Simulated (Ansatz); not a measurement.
Reaction (ligand exchange at the Si–O bond): `F[SiH](F)O[SiH2]S` + `C=C[SiH2]S` → `C=C[SiH2]S[SiH](F)F` + `O[SiH2]S`

Isolated molecules relaxed with PBE0-D4/def2-TZVP in Ansatz; ΔE leaves out vibrations. CCSD(T)/CBS adds triple-zeta CCSD(T) − MP2 to the extrapolated MP2 energy (def2 sets, frozen cores). Functionals use def2-TZVPP. B3LYP here is the variant with VWN-RPA as its local correlation; programs differ in this. One conformer a species, not always the lowest.

`F[SiH](F)O[SiH2]S`:

```xyz
10

F    -0.924    0.889    2.442
Si   -0.375   -0.443    1.790
F    -1.543   -1.506    1.871
O     0.009   -0.175    0.262
Si   -0.134    0.150   -1.336
S     1.751    0.128   -2.309
H     0.776   -0.920    2.557
H    -0.923   -0.921   -1.983
H    -0.770    1.479   -1.473
H     2.133    1.320   -1.820
```

`C=C[SiH2]S`:

Cartesian coordinates in Å:
```
C -1.585 0.251 0.708
C -0.592 -0.570 0.377
Si 0.663 -0.126 -0.913
S 2.652 -0.102 -0.121
H -1.709 1.218 0.227
H -2.319 -0.001 1.468
H -0.508 -1.525 0.892
H 0.282 1.195 -1.479
H 0.742 -1.142 -1.993
H 2.374 0.802 0.834
```

`C=C[SiH2]S[SiH](F)F`:

Cartesian coordinates in Å:
```
C -1.907 0.360 -0.730
C -1.202 -0.715 -0.383
Si 0.495 -1.015 -1.051
S 1.984 -0.997 0.517
Si 1.441 0.770 1.509
F 1.040 1.907 0.474
F 0.175 0.566 2.442
H -2.901 0.549 -0.336
H -1.514 1.102 -1.419
H -1.630 -1.421 0.325
H 0.812 0.021 -2.064
H 0.654 -2.373 -1.628
H 2.553 1.246 2.346
```

`O[SiH2]S`:

```xyz
7

O     0.283    1.338    0.623
Si   -0.473   -0.071    0.251
S     0.736   -1.408   -0.891
H     1.151    1.277    1.025
H    -0.811   -0.873    1.453
H    -1.682    0.341   -0.493
H     0.797   -0.605   -1.968
```

```tsv
level	ΔE (kJ/mol)
PBE	50.4
B3LYP	73.0
SCS-MP2/def2-TZVPP	70.0
MP2/CBS(def2)	59.5
```

What does CCSD(T)/CBS give? (Estimate.)

Ansatz gave: +64.6 kJ/mol. The listed levels differ from it by -14.2, 8.4, 5.4, -5.1 kJ/mol.

Largest T1 diagnostic among the species: 0.012.

The D4 term adds −9.5 kJ/mol with B3LYP and −5.2 kJ/mol with PBE0; it sums over pairs of atoms, weighted by their polarisabilities, and B3LYP, whose exchange is more repulsive, gets the larger term. In def2-TZVPP, CCSD(T) changes the Hartree–Fock value by −26.4 kJ/mol (the triples alone add −5.7 kJ/mol) and MP2 by −31.5 kJ/mol.
